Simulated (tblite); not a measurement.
Species: C₂H₅FGeNO (doublet state).
Atom-mapped SMILES: `[CH2:1][C:2](=[O:3])[NH:4][GeH2:5][F:6]` (hydrogens: H7, H8 on C1; H9 on N4; H10, H11 on Ge5)
Bond orders are those of one Lewis drawing.

Computed with GFN2-xTB (tblite), gas phase: L-BFGS steps from a force-field or distance-geometry start until the largest atomic force falls under 0.01 eV/Å.

The end geometry, which sets the zero of energy:
```
atom  x, y, z in Å
C1      2.1682   -0.2021   -0.0561
C2      0.7697   -0.3377   -0.1880
O3      0.2020   -1.2718   -0.7901
N4     -0.0736    0.5769    0.3559
Ge5    -1.7727   -0.0295   -0.0792
F6     -2.6731    1.2703    0.6996
H7      2.5999    0.6251    0.4765
H8      2.8130   -0.9399   -0.4964
H9      0.2587    1.3808    0.8654
H10    -2.1056    0.1594   -1.5196
H11    -2.1809   -1.2288    0.7061
```

Question: These geometries come from the run, each turned onto the end geometry. Order them by energy, lowest first.
A.
```
atom  x, y, z in Å
C1      2.1582   -0.2235   -0.0366
C2      0.7610   -0.3199   -0.2010
O3      0.1890   -1.2097   -0.8641
N4     -0.0739    0.5883    0.3646
Ge5    -1.7664   -0.0252   -0.0823
F6     -2.6856    1.3129    0.6011
H7      2.5939    0.5623    0.5489
H8      2.7995   -0.9021   -0.5670
H9      0.2607    1.3460    0.9404
H10    -2.1343    0.0609   -1.5229
H11    -2.0965   -1.1874    0.7931
```
B.
```
atom  x, y, z in Å
C1      2.2737   -0.2915   -0.0624
C2      0.8826   -0.6340   -0.3011
O3      0.4677   -1.6500   -0.8043
N4      0.0131    0.3685    0.1497
Ge5    -1.8663    0.1210   -0.0145
F6     -2.6075    1.5988    0.6411
H7      2.4842   -0.2084    0.9664
H8      2.6473    0.5058   -0.6413
H9      0.3534    1.2068    0.5920
H10    -2.3200   -0.0287   -1.4547
H11    -2.3226   -0.9858    0.9032
```
C.
```
atom  x, y, z in Å
C1      2.2042   -0.1289   -0.0299
C2      0.7674   -0.3538   -0.1664
O3      0.2728   -1.3501   -0.6911
N4     -0.0910    0.5673    0.3131
Ge5    -1.8338   -0.0078   -0.0497
F6     -2.6246    1.4434    0.5326
H7      2.6840   -0.3245    0.9130
H8      2.8353   -0.0388   -0.8984
H9      0.2516    1.4399    0.6903
H10    -2.1934   -0.1266   -1.5032
H11    -2.2669   -1.1174    0.8639
```
D.
```
atom  x, y, z in Å
C1      2.1498   -0.2341   -0.0317
C2      0.7552   -0.3096   -0.2077
O3      0.1869   -1.1941   -0.8837
N4     -0.0755    0.5951    0.3746
Ge5    -1.7580   -0.0356   -0.0849
F6     -2.7061    1.2972    0.5844
H7      2.6072    0.5549    0.5481
H8      2.7823   -0.9137   -0.5731
H9      0.2555    1.3606    0.9499
H10    -2.1103    0.0634   -1.5235
H11    -2.0814   -1.1815    0.8216
```
E.
```
atom  x, y, z in Å
C1      2.1627   -0.2016   -0.1035
C2      0.7610   -0.2316   -0.2077
O3      0.1922   -1.1268   -0.8733
N4     -0.0711    0.6341    0.4230
Ge5    -1.7723   -0.0250   -0.0402
F6     -2.9243    1.2005    0.4925
H7      2.6929    0.3268    0.6842
H8      2.7104   -0.8999   -0.7125
H9      0.2761    1.4441    0.9190
H10    -1.9749    0.0021   -1.5231
H11    -2.0471   -1.1201    0.9157
```

Answer: A (0.019 eV), D (0.032 eV), E (0.140 eV), C (0.431 eV), B (0.884 eV).

In the order of the answer:

| step | E above end (eV) | largest force (eV/Å) | rms force component (eV/Å) | rms distance from end (Å) | rms bond change (Å) | bond most changed (Å) |
| --- | --- | --- | --- | --- | --- | --- |
| 49 | 0.019 | 0.16 | 0.045 | 0.081 | 0.001 | C1–H7 -0.002 |
| 45 | 0.032 | 0.40 | 0.109 | 0.093 | 0.004 | C1–H7 +0.006 |
| 39 | 0.140 | 0.60 | 0.170 | 0.210 | 0.010 | N4–Ge5 +0.026 |
| 27 | 0.431 | 0.27 | 0.095 | 0.461 | 0.019 | C1–C2 +0.050 |
| 2 | 0.884 | 1.13 | 0.423 | 0.603 | 0.031 | N4–Ge5 +0.047 |

What follows is the cost of the whole relaxation. Hardware: an Arm Neoverse V2 with one thread, shared host. Cost: 0.29 s of wall time.
